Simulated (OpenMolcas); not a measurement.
## Fe3+ in Cs2NaYF6: curves along the breathing mode

Fe3+ with its 6 nearest fluoride ions, on the Y site of Cs2NaYF6 (a = 9.075 Å, distance in the model lattice 2.178 Å). The rest of the host is ab initio model potentials to 7.6 Å, with orthogonalisation functions on the cations behind the ligands, and point charges beyond; the distance is set by hand and nothing relaxes. Ligand basis ANO-RCC-VDZP.

```
Program             : OpenMolcas
Method              : CASSCF
Basis               : ANO-RCC-VDZP [5s4p2d1f]
Scalar Hamiltonian  : DKH2, point nucleus
Active space        : 5 electrons in 5 orbitals (3d)
State averaging     : 2S+1 = 6 even, 1 root; 2S+1 = 4 even, 24 roots; 2S+1 = 2 even, 75 roots
Spin-orbit coupling : RASSI with atomic mean-field integrals over the reference wave functions
```

Spin-free energies (labels of O, the rotations of Oh) in cm-1 above the lowest fitted minimum, as all ligands move together:

```json
{"R (Å)": "1.899", "6A1": "810", "4T1": "25400", "4T2": "31570", "4A1": "34970", "4E": "35310", "2T2": "32280", "4T2(2)": "40720"}
{"R (Å)": "1.944", "6A1": "-20", "4T1": "25990", "4T2": "31710", "4A1": "34280", "4E": "34600", "2T2": "34150", "4T2(2)": "40360"}
{"R (Å)": "1.988", "6A1": "970", "4T1": "28170", "4T2": "33440", "4A1": "35390", "4E": "35700", "2T2": "37400", "4T2(2)": "41790"}
{"R (Å)": "2.033", "6A1": "3500", "4T1": "31740", "4T2": "36570", "4A1": "38020", "4E": "38320", "2T2": "41900", "4T2(2)": "44740"}
{"R (Å)": "2.078", "6A1": "7290", "4T1": "36430", "4T2": "40840", "4A1": "41910", "4E": "42200", "2T2": "47390", "4T2(2)": "48910"}
{"R (Å)": "2.123", "6A1": "12140", "4T1": "42040", "4T2": "46070", "4A1": "46830", "4E": "47130", "2T2": "53670", "4T2(2)": "54110"}
{"R (Å)": "2.167", "6A1": "17740", "4T1": "48280", "4T2": "51960", "4A1": "52500", "4E": "52790", "2T2": "60470", "4T2(2)": "60000"}
```

Cubic fits give the following; the wavenumber is harmonic, with the mass of all moving ligands, small differences in it between states hang on the degree of the fit, a number in brackets counts states of one label, and the table is a selection of at most 14 states with clean curves.

| State | R0 (Å) | Breathing mode (cm-1) | Minimum (cm-1) |
| --- | --- | --- | --- |
| 6A1 | 1.940 | 514 | 0 |
| 4T1 | 1.905 | 510 | 25380 |
| 4T2 | 1.917 | 501 | 31430 |
| 4A1 | 1.937 | 514 | 34280 |
| 4E | 1.937 | 514 | 34610 |
| 4T2(2) | 1.929 | 519 | 40290 |
| 4E(2) | 1.937 | 514 | 42750 |
| 2T1 | 1.905 | 508 | 41120 |
| 2A2 | 1.904 | 509 | 41120 |
| 2T2(2) | 1.907 | 507 | 43210 |
| 4T1(2) | 1.958 | 509 | 47250 |
| 2E | 1.911 | 500 | 45380 |
| 2A1 | 1.935 | 513 | 48620 |

Without dynamic correlation the repulsion within the d shell is too large (B by tens of per cent), so at a given field states of lower spin stand too high. Ligand-to-metal charge-transfer states are missing. With no ligand orbital active B as a rule stays too high, so bands that hang on it stand too high and its fall with covalency is understated. With metal d orbitals alone and no dynamic correlation 10Dq can be off by a tenth to a fifth, either way, in oxide and fluoride hosts. No measured value stands beside these numbers.
